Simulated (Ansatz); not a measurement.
**RuC: shapes and states compared**

Program: Ansatz, Gaussian basis, development build. Basis cc-pwCVTZ-PP on Ru, cc-pVTZ on C, scalar-relativistic core potentials (28 electrons on Ru), no spin–orbit coupling, 1 orbital frozen in the corrections; active space CAS(10,9), shells under the valence barred from it. Restricted Hartree–Fock, then the lowest state-specific CASSCF solution met for each case. Coupled cluster stands on the determinant that it favours, not always the lowest RHF. On stretched bonds single-reference methods can fail or change state. Solutions in different active orbitals can move differences by tenths of an eV and at times more than 1 eV.

Case A, singlet: bond length 1.6080 Å.

Case B, triplet: the shape of A.

Case C, singlet: bond length 1.8492 Å.

Energy less that of case A, in eV:

```csv
case,RHF/ROHF,CASSCF,CCSD(T)
B,-0.641,-0.195,-0.104
C,+1.808,+0.882,+0.961
```

(1) Give the SC-NEVPT2 energies against case A.

(2) Which case is lowest, and do the methods agree?

## Answers

(1) B: +0.105 eV (2.4 kcal/mol); C: +0.934 eV (21.5 kcal/mol).

(2) A is lowest in SC-NEVPT2. RHF/ROHF puts B lowest. CASSCF puts B lowest. CCSD(T) puts B lowest.
